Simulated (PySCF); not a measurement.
# Ge (germanium, neutral) across methods

[Ar] 3d10 4s2 4p1 5s1, high-spin 3P determinant (an excited configuration). Computed with PySCF 2.14 in aug-cc-pVDZ-PP with ECP10MDF (5s4p3d, 32 functions), with scalar relativity through the core potential. The B2PLYP total includes its PT2 part (frozen core); its orbital energies are those of the SCF part.

| method | E (hartree) | mean ε 4s β (eV) | mean ε 4p α (eV) | mean ε 5s α (eV) | Σ⟨r²⟩ (bohr²) | ⟨S²⟩ |
| --- | --- | --- | --- | --- | --- | --- |
| LDA | -293.8740 | -14.704 | -6.877 | -1.771 | 64.55 | 2.001 |
| r2SCAN | -294.2240 | -14.703 | -7.291 | -1.732 | 65.14 | 2.005 |
| BLYP | -294.3221 | -14.397 | -6.629 | -1.525 | 64.84 | 2.001 |
| PBE | -294.3482 | -14.318 | -6.872 | -1.762 | 65.19 | 2.002 |
| BHandHLYP | -294.1984 | -16.384 | -8.810 | -2.231 | 65.28 | 2.003 |
| UHF | -293.17271 | -17.311 | -10.661 | -2.836 | 66.50 | 2.009 |
| PBE0 | -294.3085 | -15.326 | -7.965 | -2.122 | 65.40 | 2.003 |
| LC-wPBE | -294.3758 | -18.179 | -10.591 | -3.226 | 65.37 | 2.004 |

Task: Estimate the same row for B2PLYP.

Result: E (hartree) = -293.9596; mean ε 4s β (eV) = -16.228; mean ε 4p α (eV) = -8.839; mean ε 5s α (eV) = -2.253; Σ⟨r²⟩ (bohr²) = 65.54; ⟨S²⟩ = 2.004.

Energies and moments cover only the electrons outside the core potential. The outer electron is Rydberg-like, and this basis confines it to a smaller radius and binds it less than a complete one would.
